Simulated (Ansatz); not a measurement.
Reaction (redistribution): `O[SiH2]BO[SiH3]` + `O[CH]([AlH2])[SiH3]` → `O[SiH2]C(O)[SiH3]` + `[AlH2][BH]O[SiH3]`

Calculated with Ansatz (gas phase, PBE0-D4/def2-TZVP geometries, no zero-point term in ΔE). CBS: MP2 limit from def2 TZ/QZ plus the TZ coupled-cluster correction, frozen cores. Functionals use def2-TZVPP. B3LYP here is the variant with VWN-RPA as its local correlation; programs differ in this. Each species was taken in one conformer, which may not be the lowest.

(1) Is it downhill or uphill in electronic energy at CCSD(T)/CBS, and by how much? (Best estimate.)

(2) What do these levels give: r2SCAN-D4, B3LYP-D4, ωB97X-V, ωB97M-V, B2PLYP, r2SCAN, PBE0, MP2/def2-TZVPP, CCSD/def2-TZVPP, HF/def2-QZVPP, MP2/def2-QZVPP, CCSD/CBS(def2)? (Estimate.)

Largest T1 diagnostic among the species: 0.013.

Answers

(1) Ansatz gave: Nearly level: ΔE = 0.0 kJ/mol.

(2) The calculation gave: r2SCAN-D4 3.8, B3LYP-D4 2.0, ωB97X-V -0.3, ωB97M-V 0.1, B2PLYP 2.2, r2SCAN 4.2, PBE0 3.0, MP2/def2-TZVPP -0.1, CCSD/def2-TZVPP -1.9, HF/def2-QZVPP -3.4, MP2/def2-QZVPP 0.8, CCSD/CBS(def2) -0.6 kJ/mol.
